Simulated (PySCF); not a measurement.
Does the answer move with the share of exact exchange?

Compound: C3H8O2Si.
SMILES with atom numbers: `[CH3:1][O:2][CH2:3][SiH2:4][CH:5]=[O:6]` (hydrogens: H7, H8, H9 on C1; H10, H11 on C3; H12, H13 on Si4; H14 on C5)

Torsions of this conformer, `[CH3:1][O:2][CH2:3][SiH2:4][CH:5]=[O:6]`: C1–O2–C3–Si4 180°, O2–C3–Si4–C5 180°, C3–Si4–C5–O6 -2°.

PySCF, def2-SVPD basis, density fitting, gas phase, PBE0-D3(BJ)/def2-SVP geometry; singlet excitations by full TDDFT with frozen cores, triplets by Tamm–Dancoff TDDFT and ionisation energies by ΔSCF, from the lowest of the holes tried. One functional is left out:

| functional | exact exchange (%) | HOMO energy (eV) | LUMO energy (eV) | lowest singlet excitation (eV) | lowest triplet excitation (eV) | dipole moment (D) | mean polarisability (au) | vertical ionisation energy (eV) |
| --- | --- | --- | --- | --- | --- | --- | --- | --- |
| LDA | 0 | -5.77 | -3.07 | 3.02 | 2.42 | 0.990 | 79.6 | 9.78 |
| PBE | 0 | -5.66 | -2.83 | 3.11 | 2.42 | 0.958 | 78.2 | 8.96 |
| B3LYP | 20 | -6.91 | -1.92 | 3.23 | 2.56 | 1.036 | 74.6 | 9.19 |
| BHandHLYP | 50 | -8.56 | -0.42 | 3.37 | 2.68 | 1.117 | 71.0 | 9.43 |

Predict the row of PBE0 (25 % exact exchange) by straight lines through the other rows, and check it.

```
                       property   line  computed  computed − line  B3LYP (20 %), for comparison
               HOMO energy (eV)  -7.15     -7.12            +0.03                         -6.91
               LUMO energy (eV)  -1.68     -1.66            +0.02                         -1.92
 lowest singlet excitation (eV)   3.23      3.23             0.00                          3.23
 lowest triplet excitation (eV)   2.56      2.50            -0.06                          2.56
              dipole moment (D)  1.047     1.011           -0.036                         1.036
       mean polarisability (au)   74.7      74.0             -0.7                          74.6
vertical ionisation energy (eV)   9.35      9.34            -0.01                          9.19
```

Which of these properties follows the share of exact exchange most closely, and which least?

Most closely the HOMO energy, least the vertical ionisation energy; the correlations over the tabulated rows are HOMO energy -0.999, LUMO energy 0.997, lowest triplet excitation 0.990, dipole moment 0.981, mean polarisability -0.978, lowest singlet excitation 0.960, vertical ionisation energy 0.060. The HOMO energy moves by -0.570 eV for every 10 %. Functionals with the same share still differ in their other parts: at 0 % LDA and PBE differ by 0.11 eV in it.
